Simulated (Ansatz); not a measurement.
Reaction (formal exchange of groups at a Ga–S bond): `[NH2][Ga]([NH2])[SH]` + `COC1=NC1` → `C[O][Ga]([NH2])[NH2]` + `SC1=NC1`

Computed with Ansatz on PBE0-D4/def2-TZVP structures; ΔE is electronic, products minus reactants. CCSD(T)/CBS adds triple-zeta CCSD(T) − MP2 to the extrapolated MP2 energy (def2 sets, frozen cores). DFT in def2-TZVPP. For Ga outer-core shells are correlated without core-valence functions, which leaves a few kJ/mol of doubt a bond. Scalar relativity is left out up to krypton. Each species was taken in one conformer, which may not be the lowest.

`[NH2][Ga]([NH2])[SH]`:

Cartesian coordinates in Å:
```
N -0.491 1.212 0.933
Ga 0.174 -0.167 -0.047
N -0.909 -1.196 -1.077
S 2.289 -0.760 0.141
H 0.118 1.902 1.338
H -1.397 1.603 0.733
H -0.532 -1.888 -1.702
H -1.813 -0.879 -1.385
H 2.561 0.173 1.067
```

`COC1=NC1`:

Cartesian coordinates in Å:
```
C -0.720 1.194 1.062
O 0.399 0.325 0.846
C 0.307 -0.373 -0.255
N -0.441 -0.566 -1.236
C 0.902 -1.343 -1.107
H -0.521 1.713 1.996
H -0.806 1.907 0.240
H -1.639 0.612 1.136
H 0.828 -2.404 -0.880
H 1.691 -1.064 -1.802
```

`C[O][Ga]([NH2])[NH2]`:

Cartesian coordinates in Å:
```
C -0.543 1.848 -0.838
O -1.041 0.805 -0.047
Ga -0.046 -0.618 0.376
N 1.627 -0.766 -0.319
N -0.823 -1.817 1.492
H -1.358 2.547 -1.053
H 0.252 2.415 -0.333
H -0.145 1.500 -1.801
H 2.297 -1.412 0.062
H 2.086 0.038 -0.712
H -0.487 -2.763 1.550
H -1.820 -1.779 1.623
```

`SC1=NC1`:

```xyz
7

S    -0.423    0.775    1.857
C     0.213   -0.078    0.518
N     1.100   -0.922    0.255
C     0.237   -0.400   -0.885
H    -1.346    1.442    1.148
H     0.715    0.272   -1.593
H    -0.495   -1.089   -1.301
```

CCSD(T)/CBS gives +9.4 kcal/mol.

**Question.** Another level gave +11.5 kcal/mol. Which?
A. HF/def2-TZVPP
B. MP2/def2-TZVPP
C. CAM-B3LYP/def2-TZVPP
D. r2SCAN0/def2-TZVPP

**Answer.** D. r2SCAN0 11.5, HF/def2-TZVPP 12.9, CAM-B3LYP 10.5, MP2/def2-TZVPP 8.5 kcal/mol.

Largest T1 diagnostic among the species: 0.013.

At CCSD(T), def2-SVP lies +1.0 kcal/mol from the extrapolated value and def2-TZVPP +0.1 kcal/mol. From r2SCAN to r2SCAN0 (25 % exact exchange), in def2-TZVPP and without D4, ΔE moves by +1.0 kcal/mol.
